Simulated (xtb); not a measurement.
xtb input:

```bash
xtb mol.xyz --gfn 2 --sp --chrg 0 --uhf 0
```
mol.xyz:
```
2

Y     -0.00000000    -0.00000000    -1.21210621
Br     0.00000000     0.00000000     1.35063264
```

Question: Predict the final energy.

Answer: -5.35173 Eh (GFN2-xTB).
